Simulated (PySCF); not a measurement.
C₄H₁₀N₂, SMILES C/N=C\CCN.

Coordinates come from a B3LYP-D3(BJ)/def2-SVP optimisation. The structure was generated by enumeration; whether it is a known compound was not checked. One conformer was computed; it need not be the lowest.

The numbers are results of PySCF with SMD-B3LYP/def2-SVP, not measurements.

Solvation free energies are E(SMD) − E(gas) at the gas-phase geometry, for 1 M in both phases. In vacuum the dipole moment is 2.05 D.

```tsv
solvent	ΔG(solv) (kcal/mol)	its non-electrostatic (CDS) part	dipole (D)
water	-9.0	-1.0	2.78
dimethylsulfoxide	-5.9	2.0	2.77
1-octanol	…	…	…
```

Question: What belongs in the gaps? (An estimate is asked for; the answer gives what the named calculation found.)

Answer: 
- 1-octanol, ΔG(solv) (kcal/mol): -7.1
- 1-octanol, its non-electrostatic (CDS) part: -0.3
- 1-octanol, dipole (D): 2.66
